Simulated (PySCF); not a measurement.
Point-charge models of `CC#C[C@@H]1C=CCC[Si@@H]1Cl` against its computed dipole.

Coordinates (GFN2-xTB, Å) and charges (e) from the PBE0/pcSseg-1 density (PySCF):

```csv
atom,x,y,z,Mulliken,IAO,Hirshfeld,ESP-fitted
C1,4.215,-0.424,-0.101,-0.1933,-0.4343,-0.0980,-0.6103
C2,2.799,-0.156,-0.236,-0.3679,-0.0603,-0.0594,+0.3856
C3,1.628,0.066,-0.364,+0.1299,-0.0796,-0.0752,-0.8235
C4,0.209,0.322,-0.465,-0.5702,-0.4048,-0.1009,+0.7912
C5,-0.291,1.177,0.665,-0.0839,-0.1458,-0.0480,-0.4867
C6,-1.579,1.430,0.847,-0.1550,-0.1665,-0.0512,-0.1951
C7,-2.645,0.846,-0.032,-0.1853,-0.2598,-0.0665,-0.0159
C8,-2.581,-0.690,-0.035,-0.5356,-0.5498,-0.1604,-0.1608
Si9,-0.840,-1.292,-0.518,+0.9302,+0.9470,+0.3721,+0.1960
Cl10,-0.138,-2.632,0.820,-0.3090,-0.3000,-0.1185,-0.1562
H11,4.490,-0.445,0.954,+0.1457,+0.1703,+0.0592,+0.1914
H12,4.797,0.349,-0.603,+0.1437,+0.1677,+0.0573,+0.1844
H13,4.453,-1.391,-0.545,+0.1458,+0.1700,+0.0588,+0.1888
H14,0.024,0.856,-1.407,+0.1896,+0.1751,+0.0531,-0.0127
H15,0.456,1.581,1.333,+0.1095,+0.1583,+0.0450,+0.2155
H16,-1.898,2.060,1.664,+0.0978,+0.1492,+0.0454,+0.1497
H17,-3.630,1.172,0.308,+0.1313,+0.1459,+0.0454,+0.0539
H18,-2.513,1.205,-1.058,+0.1310,+0.1362,+0.0395,+0.0292
H19,-3.337,-1.076,-0.717,+0.1479,+0.1519,+0.0411,+0.0610
H20,-2.844,-1.051,0.961,+0.1564,+0.1573,+0.0375,+0.0778
H21,-0.786,-1.890,-1.854,-0.0587,-0.1281,-0.0760,-0.0634
```

Problem. Compute μ = Σ q r for each scheme (1 e·Å = 4.803 D) and compare with the dipole of the full density.

Solution. The full density gives (-0.70, 1.05, -0.70) D, 1.44 D in size; dipole vectors point from the negative to the positive end.

```json
{"scheme": "Mulliken", "μx": "-0.89", "μy": "-0.54", "μz": "-2.42", "size (D)": "2.63", "share of the full size (%)": "183", "angle to the full dipole (°)": "63"}
{"scheme": "IAO", "μx": "-0.78", "μy": "0.37", "μz": "-1.49", "size (D)": "1.72", "share of the full size (%)": "119", "angle to the full dipole (°)": "37"}
{"scheme": "Hirshfeld", "μx": "-0.21", "μy": "0.25", "μz": "-0.43", "size (D)": "0.54", "share of the full size (%)": "37", "angle to the full dipole (°)": "24"}
{"scheme": "ESP-fitted", "μx": "-0.72", "μy": "1.10", "μz": "-0.73", "size (D)": "1.51", "share of the full size (%)": "104", "angle to the full dipole (°)": "0"}
```

Problem. Which set comes closest?

Solution. Length of the difference vector: ESP-fitted 0.06 D, Hirshfeld 0.98 D, IAO 1.05 D, Mulliken 2.35 D. Closest: ESP-fitted. ESP charges are fitted to the potential around the molecule, whose slowest-falling term is the dipole's. The schemes that divide the density aren't constrained to reproduce the dipole.

Problem. What is left for the Hirshfeld atoms' own dipoles?

Solution. The shares of the density sum to the whole, so what Σ q r misses lies in dipoles about the nuclei. The atomic dipoles sum to (-0.70, 1.05, -0.70) − (-0.21, 0.25, -0.43) = (-0.49, 0.80, -0.27) D, 0.98 D in size.

Problem. With the origin at the mean of the coordinates, (0.000, 0.001, -0.018) Å, which are the largest single terms, by size, of the Hirshfeld dipole along the direction of the full one?

Solution. Cl10 +1.28, C1 +1.10, H11 -0.85, H13 -0.83, C7 -0.61 D; all 21 atoms together +0.49 D. The single terms depend on the origin, their sum doesn't.

Problem. Give the size of the full dipole in other units.

Solution. 1.44 D = 0.568 au = 0.300 e·Å = 4.81 × 10⁻³⁰ C·m.

The structure is a single GFN2-xTB conformer in the gas phase; no vibrational or solvent corrections.
